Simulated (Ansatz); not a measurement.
Computed with Ansatz on PBE0-D4/def2-TZVP structures; ΔE is electronic, products minus reactants. CCSD(T)/CBS adds triple-zeta CCSD(T) − MP2 to the extrapolated MP2 energy (def2 sets, frozen cores). This one scheme is used for every species. Each species was taken in one conformer, which may not be the lowest.

`BNC(F)S` + H₂S → `FC(S)S` + `BN`  (substitution at a C–N bond)

```tsv
level	ΔE (eV)
HF/def2-TZVPP	0.11
HF/def2-QZVPP	0.11
MP2/def2-QZVPP	0.05
CCSD/CBS(def2)	0.07
```

(1) What does CCSD(T)/CBS give? (Estimate.)

Largest T1 diagnostic among the species: 0.013.

Results:

(1) Computed: +0.06 eV. The listed levels differ from it by 0.05, 0.05, -0.01, 0.01 eV.

From PBE to PBE0 (25 % exact exchange), in def2-TZVPP and without D4, ΔE moves by +0.04 eV.
